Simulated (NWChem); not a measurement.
Species: AlSiH$_{4}$F; SMILES [F][AlH][SiH3]

All runs: NWChem. Pople sets run with spherical d functions. Geometry: optimised at PBE0/def2-SVP. Static field.

For level CAM-B3LYP/6-31+G*:

| Property | Result |
|---|---|
| isotropic polarisability (bohr³) | 52.1 |
| anisotropy (bohr³) | 21.0 |

Problem. How do the values read with level BHandHLYP/6-31+G* instead?

Solution. 
| Property | Value |
|---|---|
| isotropic polarisability (bohr³) | 50.5 |
| anisotropy (bohr³) | 19.9 |
